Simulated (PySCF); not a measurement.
# Se (selenium, neutral): UHF calculation

Configuration: [Ar] 3d10 4s2 4p4, high-spin 3P determinant. Computed with PySCF 2.14 in cc-pVTZ-PP with ECP10MDF, with a scalar-relativistic core potential.

```json
{
 "Total energy": "-371.862196 hartree",
 "One-electron energy": "-655.8249 hartree",
 "Hartree (Coulomb) energy": "311.7025 hartree",
 "Exchange energy": "-27.7398 hartree",
 "⟨S²⟩": "2.0097",
 "⟨L²⟩": "2.037",
 "Sum of ⟨r⟩": "23.75 bohr",
 "Sum of ⟨r²⟩": "40.28 bohr²",
 "Traceless quadrupole moment −½Σ⟨3z² − r²⟩ along its main axis": "-2.62 e·bohr²",
 "Time after the integrals": "0.16 s of wall time on 1 thread of Intel(R) Xeon(R) Platinum 8375C CPU @ 2.90GHz (shared host)"
}
```

```csv
shell,electrons,mean orbital energy (eV),spread (eV),"rms radius, mean of both spins (bohr)"
3s α,1,-242.71,0,0.615
3s β,1,-242.32,0,0.615
3p α,3,-185.04,0.564,0.637
3p β,3,-184.59,0.021,0.637
3d α,5,-70.833,0.529,0.690
3d β,5,-70.554,0.256,0.690
4s α,1,-26.070,0,1.97
4s β,1,-20.792,0,1.97
4p α,3,-11.563,1.725,2.48
4p β,1,-9.433,0,2.48
```

Energies and moments cover only the electrons outside the core potential.
